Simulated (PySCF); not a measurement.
PySCF input file for C₂H₆FNbO, SMILES [CH3][Nb]([CH3])(=[O])[F], multiplicity 1, C-PCM-PBE0/def2-SVP. The structure is a stationary point at PBE0-D3(BJ)/def2-SVP. The spin state was assumed, not searched. The def2 effective core potentials stand for the cores of Nb; spin–orbit coupling is left out.

```python
import numpy as np
from pyscf import gto, scf, dft
from pyscf.solvent import pcm

mol = gto.M(
    atom='''
    Nb    0.04012131    0.07839045    0.00000000
    O     1.72428017    0.17182005    0.00000000
    F    -0.75375753    1.77408739    0.00000001
    C    -0.45349522   -1.06754297   -1.73955624
    H    -0.05911995   -2.09139310   -1.60553765
    H    -1.54773980   -1.12402232   -1.87739036
    H     0.00013237   -0.65700442   -2.65665418
    C    -0.45349522   -1.06754300    1.73955623
    H     0.00013238   -0.65700444    2.65665417
    H    -1.54773980   -1.12402233    1.87739034
    H    -0.05911994   -2.09139312    1.60553763
    ''',
    basis='def2-SVP',
    ecp={'Nb': 'def2-svp'},
    charge=0,
    spin=0,
    max_memory=1600,
    verbose=3,
)
mf = dft.RKS(mol, xc='pbe0').density_fit(auxbasis='def2-universal-jkfit')
mf.grids.level = 3
mf.conv_tol = 1e-9
mf.max_cycle = 100
mf.kernel()
res = {}
for name, eps in {'water': 78.355, 'benzene': 2.2706, 'chloroform': 4.7113}.items():
    s = mf.PCM()
    s.with_solvent.method, s.with_solvent.eps, s.with_solvent.lebedev_order = 'C-PCM', eps, 29
    s.kernel(mf.make_rdm1())
    res[name] = (s.e_tot, eps, s.dip_moment(), s.mo_energy, s.converged)
    print(f'{name}: electrostatic solvation free energy {(s.e_tot - mf.e_tot) * 627.509474:.3f} kcal/mol')
```

Log of the run:

```
converged SCF energy = -311.508156266773

WARN: PCM is an experimental feature. It is still in testing.
Features and APIs may be changed in the future.

converged SCF energy = -311.518954460114
Dipole moment(X, Y, Z, Debye): -2.97673, -2.38773, -0.00000
water: electrostatic solvation free energy -6.776 kcal/mol

WARN: PCM is an experimental feature. It is still in testing.
Features and APIs may be changed in the future.

converged SCF energy = -311.51386621205
Dipole moment(X, Y, Z, Debye): -2.53720, -2.13650, -0.00000
benzene: electrostatic solvation free energy -3.583 kcal/mol

WARN: PCM is an experimental feature. It is still in testing.
Features and APIs may be changed in the future.

converged SCF energy = -311.51648669768
Dipole moment(X, Y, Z, Debye): -2.75522, -2.26194, -0.00000
chloroform: electrostatic solvation free energy -5.227 kcal/mol
```

The run converged.
